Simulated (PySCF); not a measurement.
A series of related molecules.

All values: PBE0/def2-SVPD (PySCF) at PBE0-D3(BJ)/def2-SVP geometries, gas phase, one conformer each. Core orbitals are frozen in the response; Δα² is half the sum of the squared differences of the principal polarisabilities. The calculation is non-relativistic, for germanium too.

(1) Rank by vertical ionisation energy (ΔSCF), lowest first.
A. `[BH3-][NH2+]Cc1ccco1`
B. `[BH3-][NH2+]CC(F)(F)C(F)(F)F`
C. `[BH3-][NH2+]CCN`

(2) Rank by dipole moment, lowest first.
A. `[BH3-:1][NH2+:2][CH2:3][O:4][Si:5]([CH3:6])([CH3:7])[CH3:8]` with B1–N2–C3–O4 -179°, N2–C3–O4–Si5 107°
B. `[BH3-:1][NH2+:2][CH2:3][CH2:4][NH2:5]` with B1–N2–C3–C4 -174°, N2–C3–C4–N5 59°, C3–C4–N5–H -72° and 53°
C. `[BH3-:1][NH2+:2][CH2:3][CH2:4][CH:5]=[CH2:6]` with B1–N2–C3–C4 74°, N2–C3–C4–C5 62°, C3–C4–C5–C6 -103°
D. `[H]/[N:5]=[CH:4]\[CH2:3][NH2+:2][BH3-:1]` with B1–N2–C3–C4 180°, N2–C3–C4–N5 179°
E. `[BH3-:1][NH2+:2][CH2:3][C:4]([F:5])([F:6])[C:7]([F:8])([F:9])[F:10]` with B1–N2–C3–C4 180°, N2–C3–C4–F5 -58°
F. `[BH3-:1][NH2+:2][CH2:3][CH2:4][CH3:5]` with B1–N2–C3–C4 178°, N2–C3–C4–C5 63°

(3) Rank by polarisability anisotropy Δα, highest first.
A. `[H]/[N:5]=[CH:4]\[CH2:3][NH2+:2][BH3-:1]` with B1–N2–C3–C4 180°, N2–C3–C4–N5 179°
B. `[BH3-:1][NH2+:2][CH2:3][c:4]1[cH:5][cH:6][cH:7][o:8]1` with B1–N2–C3–C4 180°, N2–C3–C4–C5 112°
C. `[BH3-:1][NH2+:2][CH2:3][CH2:4][CH3:5]` with B1–N2–C3–C4 178°, N2–C3–C4–C5 63°
D. `[BH3-:1][NH2+:2][CH2:3][CH2:4][CH:5]=[CH2:6]` with B1–N2–C3–C4 74°, N2–C3–C4–C5 62°, C3–C4–C5–C6 -103°
E. `[BH3-:1][NH2+:2][CH2:3][O:4][SiH3:5]` with B1–N2–C3–O4 -179°, N2–C3–O4–Si5 179°

Results:

(1) A (9.00 eV), C (9.41 eV), B (10.60 eV).

(2) D (3.01 D), E (3.22 D), B (4.65 D), C (5.27 D), F (5.86 D), A (6.01 D).

(3) B (5.99 Å³), A (3.60 Å³), E (3.05 Å³), D (2.51 Å³), C (2.04 Å³).

All values together:

```
                      SMILES     formula  μ (D)  HOMO (eV)  LUMO (eV)  α (Å³)  Δα (Å³)  electrons  α per electron (Å³)  ΔSCF removal energy (eV)
        [BH3-][NH2+]COC(C)=O   C3H10BNO2   6.33      -7.81      -0.79   10.73     3.44         56                0.192                         –
           [BH3-][NH2+]CCC=C     C4H12BN   5.27      -7.59      -0.36   11.46     2.51         48                0.239                         –
   [BH3-][NH2+]CO[Si](C)(C)C  C4H16BNOSi   6.01      -7.64      -0.05   15.77     2.95         74                0.213                         –
      [BH3-][NH2+]C[O][GeH3]   CH10BGeNO   5.78      -7.70      -0.65   11.32     3.02         68                0.166                         –
             [BH3-][NH2+]CCC     C3H12BN   5.86      -7.60       0.00    9.95     2.04         42                0.237                         –
             [BH3-][NH2+]CCN    C2H11BN2   4.65      -7.49      -0.19    9.49     1.86         42                0.226                      9.41
        [BH3-][NH2+]CO[SiH3]   CH10BNOSi   5.10      -7.78      -0.39   10.85     3.05         50                0.217                         –
       [H]/N=C\C[NH2+][BH3-]     C2H9BN2   3.01      -7.91      -1.22    9.15     3.60         40                0.229                         –
        [BH3-][NH2+]Cc1ccco1    C5H10BNO   6.03      -7.22      -0.60   13.19     5.99         60                0.220                      9.00
[BH3-][NH2+]CC(F)(F)C(F)(F)F    C3H7BF5N   3.22      -8.12      -0.24   10.25     2.34         82                0.125                     10.60
```

Conformers: `[BH3-:1][NH2+:2][CH2:3][O:4][C:5]([CH3:6])=[O:7]` with B1–N2–C3–O4 172°, N2–C3–O4–C5 70°, C3–O4–C5–C6 176°; `[BH3-:1][NH2+:2][CH2:3][CH2:4][CH:5]=[CH2:6]` with B1–N2–C3–C4 74°, N2–C3–C4–C5 62°, C3–C4–C5–C6 -103°; `[BH3-:1][NH2+:2][CH2:3][O:4][Si:5]([CH3:6])([CH3:7])[CH3:8]` with B1–N2–C3–O4 -179°, N2–C3–O4–Si5 107°; `[BH3-:1][NH2+:2][CH2:3][O:4][GeH3:5]` with B1–N2–C3–O4 178°, N2–C3–O4–Ge5 98°; `[BH3-:1][NH2+:2][CH2:3][CH2:4][CH3:5]` with B1–N2–C3–C4 178°, N2–C3–C4–C5 63°; `[BH3-:1][NH2+:2][CH2:3][CH2:4][NH2:5]` with B1–N2–C3–C4 -174°, N2–C3–C4–N5 59°, C3–C4–N5–H -72° and 53°; `[BH3-:1][NH2+:2][CH2:3][O:4][SiH3:5]` with B1–N2–C3–O4 -179°, N2–C3–O4–Si5 179°; `[H]/[N:5]=[CH:4]\[CH2:3][NH2+:2][BH3-:1]` with B1–N2–C3–C4 180°, N2–C3–C4–N5 179°; `[BH3-:1][NH2+:2][CH2:3][c:4]1[cH:5][cH:6][cH:7][o:8]1` with B1–N2–C3–C4 180°, N2–C3–C4–C5 112°; `[BH3-:1][NH2+:2][CH2:3][C:4]([F:5])([F:6])[C:7]([F:8])([F:9])[F:10]` with B1–N2–C3–C4 180°, N2–C3–C4–F5 -58°.

A dash marks a removal energy that wasn't run or isn't settled.

Q: How closely does the mean polarisability follow the number of electrons in this set?

A: The correlation coefficient is 0.55; α per electron runs from 0.125 to 0.239 Å³.
